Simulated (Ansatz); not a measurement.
Geometry optimisation, Ansatz, RKS PBE-D4/def2-SVP.

Input:

```yaml
crystal:
  periodic: [false, false, false]
  atoms:
    - { symbol: B, position_ang: [-0.006442, 0.255159, 0.15221] }
    - { symbol: Cl, position_ang: [-0.019417, 0.664283, 1.927167] }
    - { symbol: F, position_ang: [1.140271, 0.179735, -0.494067] }
    - { symbol: F, position_ang: [-1.146959, 0.130763, -0.496849] }
    - { symbol: H, position_ang: [0.089894, -2.112524, 0.49659] }
    - { symbol: H, position_ang: [0.060452, -1.788016, 1.141249] }
basis:
  gaussian: { orbitals: def2-SVP }
hamiltonian:
  xc: pbe
  dispersion: d4
relax:
  f_tol: 0.03
  max_steps: 50
```

Run as:

```bash
$ ansatz run input.yaml --threads 1 --pin off --max-ram 2048MiB --backend cpu --events-out ev --progress --plain --runs-dir out
```

Problem. Where does it end, and by what steps?

Solution. The run converged. After 8 steps the energy has fallen by 0.157 eV; H6 moved furthest, 0.41 Å.

| step | energy less start (eV) | largest force component (eV/Å) | accepted |
| --- | --- | --- | --- |
| 0 | 0.0000 | 1.638 | yes |
| 1 | -0.1137 | 0.843 | yes |
| 2 | 0.1190 | 2.289 | no |
| 3 | -0.0574 | 1.329 | no |
| 4 | -0.1343 | 0.405 | yes |
| 5 | -0.1488 | 0.219 | yes |
| 6 | -0.1544 | 0.181 | yes |
| 7 | -0.1566 | 0.031 | yes |
| 8 | -0.1573 | 0.023 | yes |

```xyz
6
Properties=species:S:1:pos:R:3
B -0.012 0.470 0.152
Cl -0.026 0.920 1.849
F 1.133 0.337 -0.497
F -1.148 0.274 -0.498
H 0.100 -2.481 0.505
H 0.071 -2.190 1.215
```

Run time: 19 s on 1 thread of Arm Neoverse V1 (shared host), peak memory 0.13 GiB.
